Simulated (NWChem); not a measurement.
# C4H5NO; SMILES Cc1cnco1

Results from NWChem. Coordinates come from a PBE0/def2-SVP optimisation. Level: PBE0/def2-SVP with COSMO at NWChem's default radii, gas-phase geometry; rows give the dielectric constant.

| dielectric constant | electrostatic solvation energy (kcal/mol) | dipole in solution (D) |
|---|---|---|
| 2.0 | -2.4 | 2.45 |
| 2.4 | -2.9 | 2.50 |
| 3.9 | -3.8 | 2.61 |
| 7.6 | -4.5 | 2.71 |
| 11.7 | -4.8 | 2.74 |
